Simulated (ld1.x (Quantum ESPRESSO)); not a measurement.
# Varying the PAW potential for Cl

Base potential:

* Element: Cl
* Generator: ld1.x (Quantum ESPRESSO) 7.5
* Type: PAW
* Functional: PW91
* Relativity: scalar-relativistic
* Frozen core: [He]
* Valence charge: 15
* Reference configuration: 2s2 2p6 3s2 3p4 (charge +1)
* Partial waves: 2s (bound): rcut 0.65, rcutus 0.70 bohr; 3s (bound): rcut 0.65, rcutus 0.70 bohr; 2p (bound): rcut 0.60, rcutus 0.70 bohr; 3p (bound): rcut 0.60, rcutus 0.70 bohr
* Local potential: all-electron potential smoothed inside 0.60 bohr (lloc = -1)
* Core correction: Bessel-smoothed model core inside 0.70 bohr
* Augmentation charge: BESSEL, radius 0.55 bohr

Cutoffs, loose and tight: the cutoffs (Ry, on a coarse ladder) from which the occupation-weighted sum of valence levels, in a spherical-Bessel basis at the reference potential, stays within 10 and 1 mRy of its value at 400 Ry. They do not see the model core or the augmentation charge, which bear on the density cutoff. Test errors are all-electron minus pseudo excitation energies from the reference, over the configurations 2s2 2p6 3s2 3p5; 2s2 2p6 3s2 3p3; 2s2 2p6 3s2 3p2; 2s2 2p6 3s1 3p6; 2s2 2p6 3s2 3p5.3; 2s2 2p6 3s1 3p5; 2s1 2p6 3s2 3p5. A dash means not determined; rows that change the core or the reference have their own tests. The largest error is taken over the tests solved by every variant that gives reliable tests at all: 2s2 2p6 3s1 3p5; 2s2 2p6 3s1 3p6; 2s2 2p6 3s2 3p2; 2s2 2p6 3s2 3p3; 2s2 2p6 3s2 3p5; 2s2 2p6 3s2 3p5.3.

Cutoffs are not given where the Bessel-basis levels miss the radial ones by over 6 mRy, ghosts where they miss by over 20 mRy; a channel whose overlap is not positive is not tested.

```csv
change,outcome,"cutoff, loose","cutoff, tight",bound ghosts,largest test error (meV)
base,generated,300 Ry,over 300 Ry,none,-0.4
"waves 2p (bound): rcut 0.42, rcutus 0.44 bohr; 3p (bound): rcut 0.42, rcutus 0.44 bohr",generated,over 300 Ry,over 300 Ry,none,-1.6
"waves 2p (bound): rcut 0.50, rcutus 0.52 bohr; 3p (bound): rcut 0.50, rcutus 0.52 bohr",generated,over 300 Ry,over 300 Ry,none,-1.4
"waves 2p (bound): rcut 0.56, rcutus 0.60 bohr; 3p (bound): rcut 0.56, rcutus 0.60 bohr",generated,over 300 Ry,over 300 Ry,none,-1.2
"waves 2p (bound): rcut 0.60, rcutus 0.68 bohr; 3p (bound): rcut 0.60, rcutus 0.68 bohr",generated,300 Ry,over 300 Ry,none,-0.6
"waves 2p (bound): rcut 0.60, rcutus 0.74 bohr; 3p (bound): rcut 0.60, rcutus 0.74 bohr",generated,300 Ry,over 300 Ry,none,-0.5
"waves 2p (bound): rcut 0.60, rcutus 0.80 bohr; 3p (bound): rcut 0.60, rcutus 0.80 bohr",generated,300 Ry,over 300 Ry,none,+1.3
"waves 2p (bound): rcut 0.60, rcutus 0.92 bohr; 3p (bound): rcut 0.60, rcutus 0.92 bohr",generated,180 Ry,260 Ry,none,+1.3
"waves 2p (bound): rcut 0.60, rcutus 0.98 bohr; 3p (bound): rcut 0.60, rcutus 0.98 bohr","generated, misses its reference levels by 49.33 eV",–,–,not determined,"7 of 7 tests not solved or not reliable (4 of them converged, to errors over 20 eV)"
"waves 2p (bound): rcut 0.60, rcutus 1.04 bohr; 3p (bound): rcut 0.60, rcutus 1.04 bohr","generated, misses its reference levels by 49.36 eV",–,–,not determined,"7 of 7 tests not solved or not reliable (4 of them converged, to errors over 20 eV)"
```

Reading the sweep of the p radius (base included, trends over the rows without a ghost): The loose cutoff falls from 300 Ry at 0.68 to 180 Ry at 0.92 bohr. A larger radius leaves more room for a smooth pseudo-wave, so fewer plane waves are needed; a smaller one forces it to follow the all-electron wave where it bends sharply. The median size of the test errors (rows with all tests solved) is not monotonic: lowest 0.1 meV at 0.74 bohr, highest 1.1 meV at 0.44 bohr.
